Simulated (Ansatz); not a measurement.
A CCSD(T) single point on C2H4BrN (`C/N=C\Br`).

```yaml
crystal:
  periodic: [false, false, false]
  atoms:
    - {symbol: C, position_ang: [0.270527, 0.978399, -0.366979]}
    - {symbol: N, position_ang: [-0.007236, 0.166701, 0.780612]}
    - {symbol: C, position_ang: [-0.307642, -1.031240, 0.744761]}
    - {symbol: Br, position_ang: [-0.488433, -2.141634, -0.841599]}
    - {symbol: H, position_ang: [-0.423500, 1.822002, -0.371403]}
    - {symbol: H, position_ang: [0.192497, 0.434374, -1.313234]}
    - {symbol: H, position_ang: [1.276387, 1.391946, -0.264302]}
    - {symbol: H, position_ang: [-0.512599, -1.620537, 1.632154]}
basis:
  gaussian: {orbitals: def2-TZVPP}
correlation: {method: ccsd_t}
```

```sh
$ ansatz run in.yaml --threads 2 --pin off --events-out ev --progress --plain --max-ram 32768MiB --backend cuda --devices 0, --max-vram 18GiB
```

The program prints (abridged):

```
Functional definition: HF
1215 factors; integrals over basis functions are off by at most 1.2e-3 eV
mean field evaluation 1: about -73602.7534 eV, gradient 3.1e1 eV
mean field evaluation 2: about -73602.9709 eV, gradient 3.1e1 eV
mean field evaluation 4: about -73605.4667 eV, gradient 4.6e0 eV
mean field evaluation 8: about -73605.5600 eV, gradient 5.2e-1 eV
mean field evaluation 16: about -73605.5629 eV, gradient 2.1e-6 eV
mean field -73605.56293991 eV, -2704.9545463991 hartree, gradient 2.1e-6 eV, S^2 0.000000; 0 other end points of the search recorded, 0 dependent functions left out
12 core orbitals not correlated: weight in the atoms' cores, before any rotation towards them, 1.000 or more for the frozen orbitals, at most 0.000 for the correlated occupied ones
reference -73605.56293991 eV, -2704.9545463991 hartree; 17, 17 occupied and 168, 168 virtual orbitals, 1215 factors
second order -22.16926105 eV of doubles, -0.00000000 eV of singles
cycle   1  -22.09088481 eV  change    7.8e-2 eV  update   1.1e-1
cycle   2  -22.65836896 eV  change   -5.7e-1 eV  update   3.3e-2
cycle   3  -22.79000220 eV  change   -1.3e-1 eV  update   1.8e-2
cycle   4  -22.77714366 eV  change    1.3e-2 eV  update   4.9e-3
cycle   5  -22.77734005 eV  change   -2.0e-4 eV  update   2.8e-3
cycle   6  -22.77856861 eV  change   -1.2e-3 eV  update   1.0e-3
cycle   7  -22.77805776 eV  change    5.1e-4 eV  update   4.9e-4
cycle   8  -22.77793902 eV  change    1.2e-4 eV  update   1.5e-4
cycle   9  -22.77796950 eV  change   -3.0e-5 eV  update   4.1e-5
perturbative correction -0.99068358 eV, -0.0364069501 hartree
Total energy: -73629.33159299 eV, -2705.8280282888 hartree
```

It took 7 s on 2 threads of an AMD EPYC 7R13 on a shared host and a share of an NVIDIA H100 80 GB, with 0.78 GiB of host memory at the peak.

The correlation energy is -23.769 eV, 4.2 % of it from (T); the T1 diagnostic reads 0.0116.
